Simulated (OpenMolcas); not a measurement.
# Dy: effect of the basis set

```
Program             : OpenMolcas 26.06
Method              : CASSCF
Active space        : 10 electrons in 7 orbitals (4f)
State averaging     : 2S+1 = 5 even, 35 roots (30 in the spin-orbit step); 2S+1 = 3 even, 210 roots (99 in the spin-orbit step); 2S+1 = 1 even, 196 roots (31 in the spin-orbit step)
Spin-orbit coupling : RASSI with atomic mean-field integrals over the reference wave functions, term energies averaged over their components
```

A. ANO-RCC-VDZP [7s6p4d2f1g], DKH2, point nucleus; cost of the order of 90 core-seconds
B. ANO-RCC-VTZP [8s7p5d3f2g1h], DKH2, point nucleus; cost roughly 4 core-minutes
C. ANO-RCC-VQZP [9s8p6d4f3g2h], DKH2, point nucleus; cost roughly 6 core-minutes

Energies in eV above 4f10 6s2 5I8, the measured ground level; measured values from NIST Handbook of Basic Atomic Spectroscopic Data.

| Level | A | B | C | Measured |
| --- | --- | --- | --- | --- |
| 4f10 6s2 5I8 | 0.0000 | 0.0000 | 0.0000 | 0.0000 |
| 4f10 6s2 5I7 | 0.5239 | 0.5273 | 0.5266 | 0.5126 |
| 4f10 6s2 5I6 | 0.9126 | 0.9176 | 0.9165 | 0.8742 |
| 4f10 6s2 5I5 | 1.2060 | 1.2118 | 1.2103 | 1.1421 |
| 4f10 6s2 5I4 | 1.4350 | 1.4414 | 1.4398 | 1.3546 |
| 4f10 6s2 5F5 | 2.3259 | 2.3148 | 2.3145 |  |
| 4f10 6s2 5S2 | 2.6177 | 2.6066 | 2.6061 |  |
| 4f10 6s2 3K8 | 2.6806 | 2.6682 | 2.6682 |  |
| 4f10 6s2 5F4 | 2.7045 | 2.6966 | 2.6957 |  |
| 4f10 6s2 5F3 | 2.8850 | 2.8772 | 2.8762 |  |
| 4f10 6s2 5F2 [71 %] | 2.9294 | 2.9194 | 2.9186 |  |
| 4f10 6s2 5F1 | 3.0378 | 3.0293 | 3.0282 |  |
| 4f10 6s2 3K7 | 3.1923 | 3.1834 | 3.1828 |  |
| 4f10 6s2 3H6 [57 %] | 3.3182 | 3.3021 | 3.3019 |  |
| 4f10 6s2 3K6 [73 %] | 3.6489 | 3.6409 | 3.6398 |  |
| 4f10 6s2 3L9 | 3.7349 | 3.7164 | 3.7162 |  |
| 4f10 6s2 3G4 [51 %] | 3.7717 | 3.7568 | 3.7562 |  |
| 4f10 6s2 5G5 [66 %] | 3.8428 | 3.8297 | 3.8287 |  |

Deviations, from unrounded energies. A percentage is the sum of absolute deviations over the sum of measured energies, with the sign that they share, or ± where signs differ.

| Against measurement | Levels | A | B | C |
| --- | --- | --- | --- | --- |
| mean absolute deviation (cm-1) | 4 | 390 | 430 | 420 |
| fine structure of the ground term (%) | 4 | +5.0 | +5.5 | +5.4 |

A lies closest to measurement on these levels and B furthest from it. The largest miss of A in the table is 4f10 6s2 5I4, by +650 cm-1. The ranking rests on the paired levels alone, and a cruder setting can come out closer through cancelling errors.

Among A to C the level of the table that moves most is 4f10 6s2 3L9, by 150 cm-1 (lowest in C, highest in A).

High states are left out of the spin-orbit mixing, which shifts the levels that they would mix with. Without dynamic correlation excited terms often stand tens of per cent too high (terms of higher spin than the ground term too low), and those without a measured partner can miss by more than the paired ones. With the s shell closed, the reference lacks s² → p² mixing. Computed and measured levels are paired by configuration, term and J; levels that our copy of the source lacks, or whose pairing is in doubt (as where it misses far off the trend of its configuration), stay unpaired and out of the deviations. Levels of configurations outside the active space are missing. Levels that lie high or do not pair safely by name in every column are left out.

A share in square brackets marks a mixed level and gives the weight of the term that names it, the lowest over the columns.
